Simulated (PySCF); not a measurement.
# Bond curve of LaSe

Set-up: PySCF, scalar-relativistic core potentials, basis sets La def2-TZVPP with ECP46, Se def2-TZVPP. Energies in eV from La (5d1 6s2) + Se in their ground configurations at the same level. State: doublet, about 0.1 electrons in the 4f shell (Mulliken).

All columns are LDA. A positive dipole means La(−)Se(+).

| R (Å) | E (eV) | μ (D) | Mulliken charge on La (basis-dependent) | HOMO (eV) | LUMO (eV) | Mayer bond order | ⟨S²⟩ |
| --- | --- | --- | --- | --- | --- | --- | --- |
| 2.181 | -4.675 | -4.15 | 0.07 | -3.57 | -2.96 | 2.74 | 0.75 |
| 2.282 | -5.574 | -4.76 | 0.14 | -3.65 | -3.03 | 2.66 | 0.75 |
| 2.384 | -6.060 | -5.31 | 0.20 | -3.74 | -3.10 | 2.59 | 0.75 |
| 2.460 | -6.226 | -5.71 | 0.24 | -3.80 | -3.16 | 2.54 | 0.75 |
| 2.536 | -6.265 | -6.08 | 0.27 | -3.86 | -3.22 | 2.50 | 0.75 |
| 2.612 | -6.207 | -6.43 | 0.31 | -3.92 | -3.31 | 2.46 | 0.75 |
| 2.713 | -6.019 | -6.87 | 0.35 | -4.00 | -3.44 | 2.42 | 0.76 |
| 2.840 | -5.669 | -7.37 | 0.39 | -4.09 | -3.58 | 2.37 | 0.76 |
| 2.993 | -5.156 | -7.90 | 0.43 | -4.19 | -3.74 | 2.33 | 0.77 |
| 3.195 | -4.422 | -8.48 | 0.46 | -4.30 | -3.92 | 2.27 | 0.79 |

A fit through these points gives, at Re = 2.525 Å, μ = -6.02 D and dμ/dR = -4.78 D/Å; the reduced mass is 50.73 u.

Problem. How strong is the fundamental in the double-harmonic approximation, I = 42.26·(dμ/dR)²/μred km/mol?

Solution. I = 42.26·(-4.78)²/50.73 = 19.0 km/mol at LDA.

These are scalar-relativistic numbers at best; spin–orbit coupling would shift them, the dissociation energy most. The state is the lowest single determinant that the PBE0 search found; with open d or f shells the true ground state can be another one.
